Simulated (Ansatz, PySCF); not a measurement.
Spin states of H4MoO5 (SMILES [O]=[Mo]([OH])([OH])([OH])[OH]), each relaxed with B3LYP-D3(BJ)/def2-TZVP.
State 1 (charge 0, multiplicity 1):
```json
[
 {"atom": "Mo", "x (Å)": "0.3270", "y (Å)": "-0.1165", "z (Å)": "0.3025"},
 {"atom": "O", "x (Å)": "1.7720", "y (Å)": "-0.8157", "z (Å)": "0.8331"},
 {"atom": "O", "x (Å)": "-1.2339", "y (Å)": "0.4980", "z (Å)": "-0.7175"},
 {"atom": "H", "x (Å)": "-1.4098", "y (Å)": "0.3207", "z (Å)": "-1.6457"},
 {"atom": "O", "x (Å)": "0.7303", "y (Å)": "1.6699", "z (Å)": "0.7164"},
 {"atom": "H", "x (Å)": "0.0768", "y (Å)": "2.2860", "z (Å)": "0.3553"},
 {"atom": "O", "x (Å)": "0.6888", "y (Å)": "-0.8544", "z (Å)": "-1.4359"},
 {"atom": "H", "x (Å)": "1.5178", "y (Å)": "-1.3503", "z (Å)": "-1.4508"},
 {"atom": "O", "x (Å)": "-0.8324", "y (Å)": "-0.9609", "z (Å)": "1.5143"},
 {"atom": "H", "x (Å)": "-1.7632", "y (Å)": "-0.8123", "z (Å)": "1.2937"}
]
```
State 2 (charge 0, multiplicity 3):
```xyz
10

Mo     0.55238     0.01702     0.48216
O      1.59593    -0.74259     1.55986
O     -1.44140     0.82006    -0.17357
H     -1.79040     0.32190    -0.92996
O      1.05129     1.82649     0.30529
H      0.51946     2.46173    -0.18880
O      0.52550    -0.98375    -1.15633
H      1.37196    -1.24729    -1.53582
O     -1.13337    -0.96425     1.02523
H     -1.37794    -1.64492     0.37735
```

Singlets are restricted, other states unrestricted; no spin–orbit coupling, no relativity up to Kr; see below for the cores. The largest T1 diagnostic is 0.042.

Correlated levels freeze the inner cores; with def2 sets outer-core shells near the valence are correlated too.

Programs: Ansatz (a quantum-chemistry and plane-wave program) with Gaussian orbitals; PySCF for the dispersion terms.  In def2 rows elements past Kr take small-core potentials, without spin–orbit coupling.

### Question
What is the computed energy of the multiplicity-3 state less that of the multiplicity-1 state (CCSD(T)/def2-QZVPP)?

### Answer
66.5 kcal/mol

### Question
Estimate the energy of the multiplicity-3 state less that of the multiplicity-1 state that PBE0-D4/def2-TZVPP returns for this input.

### Answer
60.2 kcal/mol

### Question
What energy of the multiplicity-3 state less that of the multiplicity-1 state does B2PLYP/def2-TZVPP give?

### Answer
67.8 kcal/mol

Doubts at one or more of the structures used: a restricted determinant that unrestricted orbitals would lower (CCSD(T)/def2-QZVPP).
